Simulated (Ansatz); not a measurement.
Li18, 18 atoms. Hardware: 4 threads of Intel Xeon 6975P-C on a shared host.

Correlated methods freeze no core orbitals; core or outer-core shells of Li are correlated, in sets that lack core-valence functions.

Question: How many basis functions does each of these Ansatz runs have, and roughly what does it cost? CCSD(T)/def2-SVP, charge 0 singlet, energy, from earlier orbitals; RPA@PBE/def2-TZVP, charge 0 singlet, energy, from earlier orbitals; PBE0/def2-TZVP, charge 0 singlet, energy, from earlier orbitals; LC-ωPBE (ω = 0.10 bohr⁻¹)/def2-SVP, charge -1 doublet at the geometry of the charge 0 singlet, energy, from earlier orbitals; r2SCAN0/def2-TZVPD, charge 0 singlet, energy, from earlier orbitals; LC-ωPBE (ω = 0.15 bohr⁻¹)/def2-SVP, charge 1 doublet at the geometry of the charge 0 singlet, energy, from earlier orbitals; LC-ωPBE (ω = 0.20 bohr⁻¹)/def2-SVP, charge 0 singlet, energy, from earlier orbitals; LC-ωPBE (ω = 0.15 bohr⁻¹)/def2-SVP, charge -1 doublet at the geometry of the charge 0 singlet, energy, from earlier orbitals; PBE0/def2-SVP, charge 0 singlet, relaxation, 39 steps; BLYP/def2-TZVP, charge 0 singlet, energy, from earlier orbitals; r2SCAN0/def2-TZVP, charge 0 singlet, energy and forces, from earlier orbitals; LC-ωPBE (ω = 0.30 bohr⁻¹)/def2-SVP, charge -1 doublet at the geometry of the charge 0 singlet, energy, from earlier orbitals.

Answer: Other jobs shared the machine, so times can vary by a factor of up to 3. A dash marks memory too small to be measured apart from the calling script's.

```tsv
run	functions	fitting or Cholesky vectors	wall time	peak host memory (GiB)
BLYP/def2-TZVP, charge 0 singlet, energy, from earlier orbitals	252	2322	3 s	–
LC-ωPBE (ω = 0.20 bohr⁻¹)/def2-SVP, charge 0 singlet, energy, from earlier orbitals	162	2448	3 s	–
PBE0/def2-TZVP, charge 0 singlet, energy, from earlier orbitals	252	2322	5.5 s	0.93
r2SCAN0/def2-TZVP, charge 0 singlet, energy and forces, from earlier orbitals	252	2721	8.5 s	1
RPA@PBE/def2-TZVP, charge 0 singlet, energy, from earlier orbitals	252	2721	9 s	1.2
r2SCAN0/def2-TZVPD, charge 0 singlet, energy, from earlier orbitals	306	2970	10 s	1.6
LC-ωPBE (ω = 0.15 bohr⁻¹)/def2-SVP, charge -1 doublet at the geometry of the charge 0 singlet, energy, from earlier orbitals	162	2448	16 s	0.89
LC-ωPBE (ω = 0.15 bohr⁻¹)/def2-SVP, charge 1 doublet at the geometry of the charge 0 singlet, energy, from earlier orbitals	162	2448	20 s	0.89
LC-ωPBE (ω = 0.10 bohr⁻¹)/def2-SVP, charge -1 doublet at the geometry of the charge 0 singlet, energy, from earlier orbitals	162	2448	21 s	0.97
LC-ωPBE (ω = 0.30 bohr⁻¹)/def2-SVP, charge -1 doublet at the geometry of the charge 0 singlet, energy, from earlier orbitals	162	2448	23 s	1.1
CCSD(T)/def2-SVP, charge 0 singlet, energy, from earlier orbitals	162	2322	43 s	2.9
PBE0/def2-SVP, charge 0 singlet, relaxation, 39 steps	162	2574	2.3 min	0.66
```
